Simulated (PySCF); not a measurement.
# A small calculation by hand: oscillator strength and radiative lifetime

methyl 2-iodoprop-2-enoate (C4H5IO2), SMILES O(C)C(=O)C(=C)I.

Coordinates come from a B3LYP-D3(BJ)/def2-SVP optimisation. The def2 effective core potentials stand for the cores of I; spin–orbit coupling is left out. One conformer was computed; it need not be the lowest.

TDA-LC-ωPBE/def2-SVPD in PySCF puts the first singlet state with f over 0.02 at 5.84 eV (vertical), with the transition dipole (-0.923, -0.056, 0.000) in atomic units.

Task: Find the oscillator strength, the wavelength and the radiative lifetime that this transition would have in vacuum if emission retraced absorption.

Result: 
|μ|² = 0.8551 au, so |μ| = 2.35 D. ΔE = 5.84/27.211 = 0.2146 hartree. f = (2/3) ΔE |μ|² = 0.122 (the program prints 0.122).
λ = 1239.84/5.84 = 212 nm; ν = 47103 cm⁻¹.
Einstein's coefficient A = 0.6670 ν² f s⁻¹ (ν in cm⁻¹) = 1.8e8 s⁻¹, so τ = 1/A = 5.5 ns. This state is S4; the lower singlets have f = 0.000, 0.000, 0.000. The figure is the radiative limit of this one transition; relaxation, internal conversion, crossing to triplets and a medium change what is measured.
